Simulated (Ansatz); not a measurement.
H$_{2}$Zn (SMILES [ZnH2]), singlet, at a GFN2-xTB geometry (such geometries of metal compounds can be far from the true shape). Base run: Ansatz (a quantum-chemistry and plane-wave program) with PBE0/STO-3G.

Geometry (Å):
```xyz
3

Zn     0.0000     0.0000     0.0000
H      0.0000     0.0000    -1.4993
H      0.0000     0.0000     1.4993
```
All else is at Ansatz's defaults.
Base energy -1759.47074 Eh.

Each row names what was changed in the base input (with any setting that the change needs).

```tsv
change	ΔE vs base (mEh)
base	0.000
lower_state_search = full	0.000
forces = on	0.000
nuclear_model = gaussian	4.169
lower_state_search = light	0.000
final_grid = 14, 28, 59	0.000
fitting.mean_field = def2-universal-JKFIT	-1.036
accuracy = high	0.008
point_charge = charge:0.5 position_ang:-3.0094, 1.2046, 3.1202	-1.694
point_charge = charge:1.0 position_ang:0.4834, 0.0478, -4.473	-7.539
point_charge = charge:-1.0 position_ang:3.1052, -1.248, 3.0073	-2.181
```

Ansatz warned in this series: the state or the total is in doubt.
